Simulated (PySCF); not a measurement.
# Basis and Hamiltonian dependence of the excitation energy of Os⁺

Os⁺ [Xe] 4f14 5d6 6s1 (6D) → Os⁺ [Xe] 4f14 5d5 6s2 (6S). All values are computed (PySCF 2.14, energy differences of UHF-based or UKS calculations, no spin-orbit coupling). Values in eV.

| basis | Hamiltonian | functions | UHF | PBE | PBE0 | MP2 (valence) |
| --- | --- | --- | --- | --- | --- | --- |
| aug-cc-pVDZ-PP with ECP60MDF | ECP | 54 | 0.942 | 1.195 | 1.227 | 0.762 |
| x2c-TZVPPall | spin-free X2C | 97 | 0.995 | 1.151 | 1.206 | 0.890 |
| aug-cc-pwCVTZ-PP with ECP60MDF | ECP | 122 | 0.920 | 1.164 | 1.194 | 0.850 |
| aug-cc-pVQZ-PP with ECP60MDF | ECP | 135 | 0.923 | 1.170 | 1.199 | 0.876 |

Frozen in the all-electron rows: valence: [Xe] 4f14; with a core potential, the same shells as far as they lie outside it.

Reference for a calculation without spin-orbit coupling: 0.615 eV (measured, between term centres; NIST).
